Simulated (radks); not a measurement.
Values are calculated unless marked as measured or tabulated.
Ionisation of Nb+, [Kr] 4d4, to Nb2+, [Kr] 4d3, under several functionals. Dirac Kohn-Sham, spin-unpolarised, spherical densities, point nucleus; open shells fill j = l - 1/2 first; a radial shooting solver on a logarithmic mesh with Libxc functionals.

functional                          E(Nb+) (hartree)  Exc (hartree)  IE (eV)  -e(HOMO) (eV)  <r> HOMO (bohr)  IE error (eV)
OLYP                                     -3821.45041     -120.43439   13.953          9.147            2.039         -0.367
PW91                                     -3820.56140     -119.45083   14.134          9.383            2.052         -0.186
XLYP                                     -3820.82579     -119.70132   14.064          9.326            2.072         -0.256
HCTH/407                                 -3822.36939     -121.41411   14.303          9.499            2.034         -0.017
exchange-only B88                        -3818.41471     -117.25446   13.180          8.526            2.093         -1.140
exchange-only PBE                        -3817.86425     -116.68925   13.224          8.570            2.103         -1.096
B86b exchange with PBE correlation       -3820.42541     -119.31080   14.100          9.352            2.052         -0.220
Wu-Cohen GGA                             -3819.26974     -118.14163   14.056          9.311            2.046         -0.264
BP86                                     -3820.72541     -119.61135   14.201          9.474            2.051         -0.119

NIST Atomic Spectra Database: 14.320 eV (semi-empirical). Closest: HCTH/407. The Delta-SCF values span 1.12 eV, the total energies 4.51 hartree. The highest occupied level is 4d3/2. Spin polarisation and multiplet splitting are left out, so open shells lie too high by an amount that depends on their filling.

Beside tabulated values, note that spin-unpolarised runs miss the spin-polarisation part of the exchange energy of open shells.
